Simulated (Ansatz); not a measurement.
Born–Oppenheimer molecular dynamics of CH8AlBOSi (13 atoms, charge 0, multiplicity 1). It starts at the highest image of a converged band. Of that band: The profile has 2 maxima (images 4, 7) with wells between them (image 6): this band takes more than one step, which may be the mechanism or a detour left from its start path. A vibrational analysis at the climbing image gives one clearly imaginary mode, 436i cm⁻¹: a first-order saddle point.

All numbers below come from Ansatz, RKS B3LYP-D4/def2-SVP.

```
ensemble                      : NVE (velocity Verlet)
time step                     : 0.5 fs
steps asked                   : 144
starting velocities drawn for : 100 K
seed                          : 4574
```

First frame:

```xyz
13
Properties=species:S:1:pos:R:3
B -1.668 -0.002 1.196
C -0.612 0.594 0.363
Al 1.033 1.240 -0.834
Si -0.026 -1.085 0.027
O 1.366 -0.602 -1.055
H -2.522 0.542 1.846
H -1.679 -1.244 1.247
H -0.635 1.691 0.357
H 2.168 1.886 0.057
H 0.518 1.898 -2.173
H 0.697 -1.864 1.065
H -0.793 -1.976 -0.875
H 2.172 -1.113 -1.207
```

Question: How far do the bonds stretch over the last three quarters of this one trajectory? (Pairs bonded in most of those frames.)

Answer: 
| bond | mean (Å) | spread (Å) | shortest | longest |
| --- | --- | --- | --- | --- |
| B1–C2 | 1.482 | 0.017 | 1.46 | 1.52 |
| B1–Si4 | 2.267 | 0.032 | 2.24 | 2.37 |
| B1–H6 | 1.205 | 0.010 | 1.19 | 1.22 |
| B1–H7 | 1.246 | 0.026 | 1.20 | 1.29 |
| C2–Al3 | 2.159 | 0.051 | 2.06 | 2.21 |
| C2–Si4 | 1.825 | 0.023 | 1.79 | 1.87 |
| C2–H8 | 1.103 | 0.010 | 1.09 | 1.12 |
| Al3–Si4 | 2.721 | 0.006 | 2.70 | 2.73 |
| Al3–O5 | 1.880 | 0.022 | 1.85 | 1.93 |
| Al3–H9 | 1.582 | 0.006 | 1.57 | 1.59 |
| Al3–H10 | 1.582 | 0.005 | 1.57 | 1.59 |
| Si4–O5 | 1.835 | 0.014 | 1.79 | 1.86 |
| Si4–H11 | 1.484 | 0.015 | 1.46 | 1.51 |
| Si4–H12 | 1.487 | 0.025 | 1.45 | 1.52 |
| O5–H13 | 0.966 | 0.002 | 0.96 | 0.97 |

Mean temperature of the second half: 153 K. The conserved energy stayed within 0.035 meV per atom of its start (net change 0.025 meV per atom), so the integration is sound. The kinetic energy rose, since the run started high on the potential surface and went downhill. A run of 0.072 ps of so small a system gives no equilibrium averages. The orbitals stay closed-shell, which can raise the energy where a bond breaks towards radicals; this wasn't checked here.

The run took 9.6 min on 2 threads of Intel(R) Xeon(R) Platinum 8259CL CPU @ 2.50GHz (Skylake/Cascade Lake) (shared host), peak memory 0.3 GiB.
